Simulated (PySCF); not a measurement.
trans-1,3,3,3-tetrafluoropropene cation (C3H2F4), SMILES FC(F)(/C=C/F)F (connectivity only; charge and spin as stated), charge +1, multiplicity 2.

Coordinates come from a PBE-D3(BJ)/def2-SVP optimisation. The multiplicity is an assumed one; no other spin state was optimised.

All values below come from PBE0/def2-TZVP (PySCF).

Isolated molecule, no solvent.

The total energy is -514.19300 hartree, the point group is Cs and the α spin, highest occupied and lowest empty level is -16.54 and -9.18 eV. The β spin, highest occupied and lowest empty level is -17.14 and -12.59 eV and the dipole moment about the centre of nuclear charge comes out as 5.29 D. The mean static polarisability is 36.5 bohr³ (5.42 Å³) and the polarisability, principal values comes out as 26.9, 32.8, 50.0 bohr³. The ⟨S²⟩ is 0.753 (pure state 0.75).
